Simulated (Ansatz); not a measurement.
Consider the formal exchange of groups at the Si–S bond: `FC[SiH](F)S` + `CCl` → `FC[SiH](F)CCl` + H₂S.

Computed with Ansatz on PBE0-D4/def2-TZVP structures; ΔE is electronic, products minus reactants. CBS: MP2 limit from def2 TZ/QZ plus the TZ coupled-cluster correction, frozen cores. This one scheme is used for every species. Functionals use def2-TZVPP. HSE06 is defined as in plane-wave codes. One conformer a species, not always the lowest.

`FC[SiH](F)S`:

Z-matrix (Å, degrees):
```
C
Si 1 1.886
F 1 1.391 2 110.4
H 1 1.095 2 110.5 3 -119.8
H 1 1.095 2 111.2 3 120.0
S 2 2.111 1 109.6 3 45.2
F 2 1.598 1 107.8 3 -77.0
H 2 1.480 1 111.5 3 165.2
H 6 1.346 2 92.4 1 -37.2
```

`CCl`:

Cartesian coordinates in Å:
```
C 0.096 -0.101 -0.044
Cl -1.071 1.124 0.488
H 0.475 -0.624 0.831
H 0.909 0.397 -0.566
H -0.409 -0.797 -0.709
```

`FC[SiH](F)CCl`:

```xyz
11

F     1.879   -0.875   -0.639
C     1.524    0.053    0.336
Si   -0.168    0.775   -0.056
F    -0.059    1.665   -1.383
C    -1.389   -0.605   -0.374
Cl   -1.578   -1.469    1.180
H     2.294    0.831    0.367
H     1.518   -0.453    1.308
H    -0.626    1.642    1.054
H    -1.024   -1.319   -1.112
H    -2.371   -0.246   -0.681
```

H₂S:

Cartesian coordinates in Å:
```
S -0.477 0.097 -0.383
H 0.024 0.767 0.665
H 0.453 -0.864 -0.282
```

Is it downhill or uphill in electronic energy at CCSD(T)/CBS, and by how much? (An estimate is asked.)

Ansatz gave: Uphill: ΔE = +67.6 kJ/mol.

What do these levels give: PBE-D4, revPBE-D4, r2SCAN-D4, PBE0-D4, HSE06-D4, PBE, r2SCAN, PBE0, HSE06, HF/def2-SVP, CCSD/def2-SVP, SCS-MP2/def2-QZVPP? (An estimate is asked.)

Computed: PBE-D4 71.0, revPBE-D4 70.9, r2SCAN-D4 71.8, PBE0-D4 71.2, HSE06-D4 71.3, PBE 72.9, r2SCAN 72.6, PBE0 72.9, HSE06 73.0, HF/def2-SVP 65.3, CCSD/def2-SVP 60.6, SCS-MP2/def2-QZVPP 68.9 kJ/mol.

Largest T1 diagnostic among the species: 0.012.

At CCSD(T), def2-SVP lies −6.9 kJ/mol from the extrapolated value and def2-TZVPP −2.6 kJ/mol. Leaving LDA and LC-ωPBE aside and taking each functional with its dispersion term where it has one, the values, not all of them listed here, spread over 6.5 kJ/mol, from CAM-B3LYP-D4 to B97M-V. LDA lies −4.9 kJ/mol from PBE without D4.
